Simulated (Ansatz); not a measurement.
`N[CH2][InH2]` + H₂ → `[InH3]` + CH₃NH₂ at 500 K and 1 bar (hydrogenolysis of the In–C bond).

Isolated molecules relaxed with PBE0-D4/def2-TZVP in Ansatz; ΔE leaves out vibrations. CCSD(T)/CBS adds triple-zeta CCSD(T) − MP2 to the extrapolated MP2 energy (def2 sets, frozen cores). This one scheme is used for every species. Elements past krypton have def2 core potentials. For In outer-core shells are correlated without core-valence functions, which leaves a few kJ/mol of doubt a bond. Each species was taken in one conformer, which may not be the lowest.

```tsv
species	CCSD(T)/CBS energy (Eh)	H − E (kJ/mol)	S (J/(mol·K))
`N[CH2][InH2]`	-286.12674	209.8	377.5
H₂	-1.17544	41.0	145.5
`[InH3]`	-191.56739	65.2	255.5
CH₃NH₂	-95.75281	191.8	270.3
```

H − E and S are ideal-gas, rigid-rotor, harmonic terms from PBE0-D4/def2-TZVP, for one conformer and one mirror image of each species. The MP2-based limit puts H₂ 0.8 mEh under its directly extrapolated value; such offsets cancel only in part. 1 Eh = 2625.50 kJ/mol, R = 8.31446 J/(mol·K).

By hand: ΔE, ΔH, ΔS and ΔG.

ΔE = (-191.56739) + (-95.75281) − (-286.12674) − (-1.17544) = -0.01802 Eh = -47.3 kJ/mol. Δ(H − E) = 65.2 + 191.8 − 209.8 − 41.0 = 6.2, so ΔH = -41.1 kJ/mol. ΔS = 255.5 + 270.3 − 377.5 − 145.5 = 2.8 J/(mol·K). ΔG = -41.1 − 500 × (2.8)/1000 = -42.5 kJ/mol.

By hand: the equilibrium constant, and the temperature at which ΔG would vanish if ΔH and ΔS stayed fixed.

log₁₀ K = −ΔG/(RT ln 10) = 4.4. ΔH and −TΔS have one sign here, so there is no such temperature. One of them is within its doubt of zero, so this could turn.

The number of gas molecules stays the same, so ΔS is small and ΔH decides. A doubt of 5 kJ/mol in ΔE shifts log₁₀ K by 0.5 here. Other conformers and mirror images would add mixing entropy, several J/(mol·K) or more a flexible species. These are equilibria of isolated gas molecules and say nothing of rates. Largest T1 diagnostic: 0.014 (customary marks: 0.02 for closed shells, 0.045 for open ones).
